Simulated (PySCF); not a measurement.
C₂H₄ClNSi, SMILES C1=NC[Si@H]1Cl. Atoms are numbered in the order given.

```xyz
9

Cl     1.9572    -0.2195    -0.2133
Si     0.0663     0.1456     0.5470
C     -1.1922     1.1430    -0.4230
N     -2.0585     0.1946    -0.4824
C     -1.3833    -0.9941     0.0890
H      0.2476     0.5101     1.9827
H     -1.4103     2.1465    -0.8127
H     -1.9842    -1.4773     0.8756
H     -1.1909    -1.7412    -0.6969
```

Geometry optimised at PBE0-D3(BJ)/def2-SVP. The structure was generated by enumeration; whether it is a known compound was not checked.

Two levels are set side by side: PBE/pcSseg-1 (PySCF) and PBE0/pcSseg-1 (PySCF). GIAO shifts against HCl (³⁵Cl), NH3 (¹⁵N), TMS (²⁹Si), TMS (¹H), TMS (¹³C) at the same level; non-relativistic, no solvent, atoms listed together averaged. Without spin–orbit terms, shifts of atoms bonded to Cl or Br come out too high at both levels. Differences are taken from unrounded values.

```json
[
 {"quantity": "δ(³⁵Cl) of Cl1 (ppm)", "PBE0": "61.0"},
 {"quantity": "δ(²⁹Si) of Si2 (ppm)", "PBE0": "8.0"},
 {"quantity": "δ(¹³C) of C3 (ppm)", "PBE0": "200.2"},
 {"quantity": "δ(¹⁵N) of N4 (ppm)", "PBE0": "521.4"},
 {"quantity": "δ(¹³C) of C5 (ppm)", "PBE0": "62.0"},
 {"quantity": "δ(¹H) of H6 (ppm)", "PBE0": "6.34"},
 {"quantity": "δ(¹H) of H7 (ppm)", "PBE0": "9.03"}
]
```

Problem. What does PBE give, and how far is it from PBE0? (An estimate is asked for; the answer gives what the named calculation found.)

Solution. 
```json
[
 {"quantity": "δ(³⁵Cl) of Cl1 (ppm)", "PBE": "87.9", "PBE minus PBE0": "26.9"},
 {"quantity": "δ(²⁹Si) of Si2 (ppm)", "PBE": "6.2", "PBE minus PBE0": "-1.7"},
 {"quantity": "δ(¹³C) of C3 (ppm)", "PBE": "196.1", "PBE minus PBE0": "-4.1"},
 {"quantity": "δ(¹⁵N) of N4 (ppm)", "PBE": "508.9", "PBE minus PBE0": "-12.5"},
 {"quantity": "δ(¹³C) of C5 (ppm)", "PBE": "63.8", "PBE minus PBE0": "1.8"},
 {"quantity": "δ(¹H) of H6 (ppm)", "PBE": "6.69", "PBE minus PBE0": "0.35"},
 {"quantity": "δ(¹H) of H7 (ppm)", "PBE": "8.80", "PBE minus PBE0": "-0.24"}
]
```

Rough cost on one machine, each run with all the roots and properties that it gave: PBE0 against PBE within a factor of 2.
